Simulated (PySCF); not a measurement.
C3H8Si, SMILES C/C=C\[SiH3]. Atoms are numbered in the order given.

```xyz
12

C      0.7384     1.8476     0.0000
C     -0.6449     1.2725     0.0000
C     -0.9674    -0.0414     0.0000
Si     0.2586    -1.4703     0.0000
H      0.8985     2.4968     0.8880
H      0.8985     2.4968    -0.8880
H      1.5268     1.0681     0.0000
H     -1.4644     2.0175     0.0000
H     -2.0417    -0.3001     0.0000
H      1.1537    -1.4492     1.2135
H     -0.5015    -2.7684     0.0000
H      1.1537    -1.4492    -1.2135
```

Geometry: PBE-D3(BJ)/def2-SVP.

Calculation: PBE-D3(BJ)/def2-SVP (PySCF).

Frequencies are harmonic and unscaled.

```csv
mode,ν (cm⁻¹),IR (km/mol),moving atoms (share of kinetic energy)
1,43,0.0,H 93 %
2,144,0.8,H 97 %
3,173,0.0,"C 46 %, H 27 %, Si 27 %"
4,311,0.1,"C 56 %, H 44 %"
5,465,1.8,"C 48 %, H 46 %"
6,595,0.1,H 88 %
7,604,41.6,"H 48 %, C 26 %, Si 25 %"
8,695,80.7,"H 75 %, C 19 %"
9,732,31.0,"C 48 %, H 39 %, Si 13 %"
10,895,227.3,"H 91 %, Si 9 %"
11,911,36.5,H 97 %
12,913,9.5,"H 77 %, C 21 %"
13,923,18.9,"H 70 %, C 29 %"
14,967,0.7,"H 88 %, C 12 %"
15,1012,0.1,"H 59 %, C 41 %"
16,1034,2.0,"H 66 %, C 34 %"
17,1193,0.0,"H 78 %, C 22 %"
18,1309,2.3,"H 77 %, C 23 %"
19,1346,4.6,"H 71 %, C 29 %"
20,1394,5.6,H 96 %
21,1402,14.7,H 93 %
22,1644,42.8,C 93 %
23,2145,111.5,H 96 %
24,2146,66.7,H 98 %
25,2171,112.4,H 96 %
26,2956,10.9,H 97 %
27,3027,6.9,"H 91 %, C 9 %"
28,3041,6.3,"H 92 %, C 8 %"
29,3063,18.5,"H 91 %, C 9 %"
30,3082,12.6,"H 92 %, C 8 %"
```
